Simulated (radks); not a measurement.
The numbers below are computed, except where a source is named.
Charge is removed step by step from the 2s1/2 level of neutral gallium, starting from [Ar] 3d10 4s2 4p1. Code: a radial shooting solver on a logarithmic mesh with Libxc functionals. Model: Dirac Kohn-Sham, PBE, spin-unpolarised, spherical densities, point nucleus; open shells fill j = l - 1/2 first.

| removed (e) | E - E(0) (eV) | eigenvalue (eV) | E minus straight line (eV) |
|---|---|---|---|
| 0 | 0.000 | -1261.8 | 0.000 |
| 0.125 | 158.13 | -1268.4 | -2.994 |
| 0.25 | 317.10 | -1275.1 | -5.153 |
| 0.375 | 476.92 | -1281.9 | -6.466 |
| 0.5 | 637.59 | -1288.8 | -6.923 |
| 0.625 | 799.13 | -1295.8 | -6.514 |
| 0.75 | 961.54 | -1302.8 | -5.229 |
| 0.875 | 1124.8 | -1309.9 | -3.061 |
| 1 | 1289.0 | -1317.1 | 0.000 |

Removing the whole electron costs 1289.0 eV by Delta-SCF, against 1261.8 eV from minus the eigenvalue at the starting occupation. Slater's transition state (half an electron removed) gives 1288.8 eV. Integrating minus the eigenvalue over the occupation (Janak's theorem) gives 1289.0 eV. The mean slope of the eigenvalue, de/dn, is 55.3 eV per electron.
